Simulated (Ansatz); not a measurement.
H5BGeSi, SMILES `[BH2][Ge][SiH3]` (excited triplet) (charge 0, multiplicity 3). This triplet is an excited state, 0.64 eV above the relaxed singlet at the level frozen-core CCSD(T)/cc-pVTZ // PBE0-D3(BJ)/def2-TZVP (Ansatz, an electronic-structure program).

The numbers are results of Ansatz with frozen-core CCSD(T)/cc-pVDZ // PBE0-D3(BJ)/def2-TZVP, not measurements.

Ansatz 0.2 input:
```yaml
crystal:
  periodic: [false, false, false]
  atoms:
    - { symbol: B, position_ang: [2.187304, -0.156898, 0.656996] }
    - { symbol: Ge, position_ang: [0.390083, -1.009178, 0.455626] }
    - { symbol: Si, position_ang: [-1.663833, 0.075216, -0.106965] }
    - { symbol: H, position_ang: [3.142568, -0.810052, 0.942857] }
    - { symbol: H, position_ang: [2.252343, 1.024552, 0.480444] }
    - { symbol: H, position_ang: [-1.45933, 1.537908, -0.292993] }
    - { symbol: H, position_ang: [-2.650814, -0.150055, 0.981388] }
    - { symbol: H, position_ang: [-2.198315, -0.51149, -1.363774] }
basis:
  gaussian: { orbitals: cc-pVDZ }
correlation:
  method: ccsd_t
magnetization:
  spin_polarized: true
  initial_magnetization: 2
```

Output:

```
Functional definition: HF
857 factors; integrals over basis functions are off by at most 1.2e-3 eV
mean field evaluation 1: about -65082.1378 eV, gradient 1.2e1 eV
mean field evaluation 2: about -65082.1731 eV, gradient 1.2e1 eV
mean field evaluation 4: about -65084.0516 eV, gradient 1.9e0 eV
mean field evaluation 8: about -65084.1781 eV, gradient 1.8e-1 eV
mean field evaluation 16: about -65083.7319 eV, gradient 4.4e0 eV
mean field evaluation 32: about -65080.8451 eV, gradient 1.5e-1 eV
mean field evaluation 64: about -65080.8133 eV, gradient 3.8e-1 eV
mean field -65084.17969678 eV, -2391.7994882153 hartree, gradient 1.3e-6 eV, S^2 2.011204; 1 other end points of the search recorded, 0 dependent functions left out
determinant -65084.17969678 eV, -2391.7994882153 hartree, with singles and doubles -65092.89976089 eV, -2392.1199446605 hartree
determinant -65080.85584573 eV, -2391.6773389421 hartree, with singles and doubles -65090.01427701 eV, -2392.0139050839 hartree
15 core orbitals not correlated
reference -65084.17969678 eV, -2391.7994882153 hartree; 14, 12 occupied and 55, 57 virtual orbitals, 857 factors
second order -7.21800434 eV of doubles, -0.00000000 eV of singles
cycle   1  -8.72037464 eV  change   -3.1e-4 eV  update   1.2e-3
cycle   2  -8.72076387 eV  change   -3.9e-4 eV  update   8.4e-4
cycle   3  -8.72081995 eV  change   -5.6e-5 eV  update   4.9e-4
cycle   4  -8.72068646 eV  change    1.3e-4 eV  update   1.9e-4
cycle   5  -8.72085309 eV  change   -1.7e-4 eV  update   7.2e-5
cycle   6  -8.72099659 eV  change   -1.4e-4 eV  update   2.9e-5
cycle   7  -8.72100374 eV  change   -7.1e-6 eV  update   1.3e-5
perturbative correction -0.26414276 eV, -0.0097070673 hartree
Total energy: -65093.16484328 eV, -2392.1296862588 hartree
```
